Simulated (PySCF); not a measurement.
Species: C₇H₁₃FO.
SMILES with atom numbers: `[CH3:1][CH2:2][C@@H:3]1[CH2:4][CH2:5][C@H:6]([F:7])[CH2:8][O:9]1`

Definitions: NICS(0) = −σiso at the ring centroid; NICS(1) = −σiso and NICS(1)zz = −σzz at ±1 Å along the ring normal z. Level: GIAO PBE0/pcSseg-1 (PySCF, non-relativistic, gas phase) on the GFN2-xTB geometry, one conformer.

Ring bond lengths (Å), with Mayer bond orders in brackets: C3–C4 1.531 (0.99), C4–C5 1.528 (1.02), C5–C6 1.525 (1.03), C6–C8 1.532 (0.99), C8–O9 1.400 (0.96), O9–C3 1.420 (0.90).

Problem. What do the NICS probes read (ppm)?

Solution. 
```json
{"ring": "C3–C4–C5–C6–C8–O9", "type": "6-membered ring with O; formal bonds all single", "NICS(0)": "-1.2", "NICS(1), two faces": "-1.2 / -1.8", "NICS(1)zz, two faces": "4.3 / 2.3", "rms pucker (Å)": "0.23", "centre to ring atoms, mean (Å)": "1.44"}
```

Problem. What can be read from them?

Solution. 
- C3–C4–C5–C6–C8–O9: mean NICS(1)zz 3.3 ppm, deshielded. C3, C4, C5, C6, C8 have four or more neighbours, so the value isn't read as a sign of a π ring current.

Problem. List the ring angles and the Hirshfeld charges of the ring atoms.

Solution. 
- C3–C4–C5–C6–C8–O9: C3 110.1° (+0.046 e), C4 109.8° (-0.081 e), C5 109.8° (-0.080 e), C6 110.8° (+0.058 e), C8 113.5° (-0.009 e), O9 113.6° (-0.137 e); sum 667.6° against 720° for a flat convex ring.

Problem. What are the shieldings of the ring atoms and their hydrogens in the same run (means over atoms taken as equivalent)?

Solution. 
| atoms | environment | σ isotropic (ppm) |
| --- | --- | --- |
| C3 | sp3 carbon bound to oxygen | 103.9 |
| C4 | ring CH2 carbon | 159.4 |
| C5 | ring CH2 carbon | 154.4 |
| C6 | sp3 C–F carbon | 97.9 |
| C8 | sp3 carbon bound to oxygen | 112.7 |
| O9 | cyclic ether oxygen | 277.5 |
| H on C3 | methine hydrogen | 28.70 |
| H on C4 | methylene hydrogen | 30.27 |
| H on C4 | methylene hydrogen | 30.09 |
| H on C5 | methylene hydrogen | 30.26 |
| H on C5 | methylene hydrogen | 29.46 |
| H on C6 | methine hydrogen | 27.18 |
| H on C8 | methylene hydrogen | 27.25 |
| H on C8 | methylene hydrogen | 28.12 |

The list is cut; further classes of hydrogen are left out.

Hardware: one thread, Arm Neoverse N1 (aarch64), shared host with 64 logical CPUs at a one-minute load of 62. Cost: 84 s of wall time, 0.89 GiB resident at most. This is the whole shielding run at PBE0/pcSseg-1, SCF included.
